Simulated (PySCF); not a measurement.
C3H9In, SMILES CC[CH2][InH2]. Coordinates come from a PBE-D3(BJ)/def2-SVP optimisation. The structure was generated by enumeration; whether it is a known compound was not checked. The def2 effective core potentials stand for the cores of In; spin–orbit coupling is left out. One conformer was computed; it need not be the lowest.

Computed equilibrium geometry at PBE-D3(BJ)/def2-SVP (PySCF confirms it by a frequency run) as bond lengths and angles, and its point group (one conformer of several):
point group Cs.
Atoms: In1 H2 H3 C4 C5 C6 H7 H8 H9 H10 H11 H12 H13. Bonds (Å): In1–H2 1.755, In1–H3 1.756, In1–C4 2.196, C4–C5 1.533, C4–H7 1.113, C4–H8 1.113, C5–C6 1.533, C5–H9 1.113, C5–H10 1.113, C6–H11 1.110, C6–H12 1.110, C6–H13 1.110. Bond angles (°): H2–In1–H3 119.3, H2–In1–C4 120.6, H3–In1–C4 120.1, In1–C4–C5 115.8, In1–C4–H7 106.5, In1–C4–H8 106.5, C5–C4–H7 111.1, C5–C4–H8 111.1, H7–C4–H8 105.2, C4–C5–C6 113.2, C4–C5–H9 109.9, C4–C5–H10 109.9, C6–C5–H9 109.2, C6–C5–H10 109.2, H9–C5–H10 105.0, C5–C6–H11 111.1, C5–C6–H12 111.9, C5–C6–H13 111.1, H11–C6–H12 107.6, H11–C6–H13 107.2, H12–C6–H13 107.6.
Charge 0, spin multiplicity 1.
